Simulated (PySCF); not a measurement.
## A ladder of Hamiltonians for Cl⁷⁺ (chlorine, charge +7)

Occupied: 1s1/2, 2s1/2, 2p1/2, 2p3/2. Hartree-Fock calculated with PySCF 2.14 in an uncontracted even-tempered set (21 s from 0.24 bohr⁻², ratio 2.3; 14 p from 0.28 bohr⁻², ratio 2.3), Gaussian nucleus throughout. NR is non-relativistic, sf-X2C the spin-free one-electron X2C Hamiltonian, X2C adds the bare one-electron spin-orbit term, X2C-SNSO screens it by Boettger's factors, DC is four-component Dirac-Coulomb, and the Gaunt term is added at first order (total energies over the DC spinors, levels after relaxing the spinors in that mean field). QED terms are absent. Levels marked empty are virtual spinors of this ion.

```json
{"Hamiltonian": "NR", "E (hartree)": "-444.7637", "E − E(DC) (hartree)": "1.4334", "CPU seconds": "0.38"}
{"Hamiltonian": "sf-X2C", "E (hartree)": "-446.1549", "E − E(DC) (hartree)": "0.0422", "CPU seconds": "0.21"}
{"Hamiltonian": "X2C", "E (hartree)": "-446.1563", "E − E(DC) (hartree)": "0.0408", "CPU seconds": "0.28"}
{"Hamiltonian": "X2C-SNSO", "E (hartree)": "-446.1560", "E − E(DC) (hartree)": "0.0411", "CPU seconds": "0.28"}
{"Hamiltonian": "DC", "E (hartree)": "-446.1971", "E − E(DC) (hartree)": "0.0000", "CPU seconds": "19"}
{"Hamiltonian": "DC+Gaunt", "E (hartree)": "-446.0828", "E − E(DC) (hartree)": "0.1143", "CPU seconds": "39"}
```

```tsv
level (eV)	NR	sf-X2C	X2C	X2C-SNSO	DC	DC+Gaunt
1s1/2	-2991.9	-3002.4	-3002.4	-3002.4	-3003.3	-3001.4
2s1/2	-418.08	-420.11	-420.11	-420.11	-420.18	-420.07
2p1/2	-350.25	-350.48	-351.87	-351.70	-351.71	-351.51
2p3/2	-350.25	-350.48	-349.79	-349.88	-349.91	-349.78
3s1/2 (empty)	-113.32	-113.67	-113.67	-113.67	-113.68	-113.66
3p1/2 (empty)	-98.199	-98.277	-98.462	-98.440	-98.440	-98.412
3p3/2 (empty)	-98.199	-98.277	-98.185	-98.196	-98.200	-98.182
```

```csv
interval (eV),sf-X2C,X2C,X2C-SNSO,DC,DC+Gaunt
2p3/2 − 2p1/2,1.054e-11,2.073,1.828,1.799,1.725
3p3/2 − 3p1/2,-1.192e-10,0.2769,0.2442,0.2401,0.2297
```

Weight of the small component: 1s1/2 0.00367, 2s1/2 0.000592, 2p1/2 0.000563, 2p3/2 0.000559, 3s1/2 0.000130, 3p1/2 0.000119, 3p3/2 0.000118.

Koopmans' value for the highest occupied level at DC+Gaunt: 349.78 eV, against an ionisation energy of 348.31 eV (measured; NIST Atomic Spectra Database, ionization energies); the former lacks relaxation, correlation, QED and recoil.

The whole ladder took 65 s of wall time on 1 thread of Intel(R) Xeon(R) Platinum 8488C (shared host), launched as `OMP_NUM_THREADS=1 python relrun2.py TASK.json OUT` (a driver that calls PySCF for each Hamiltonian).
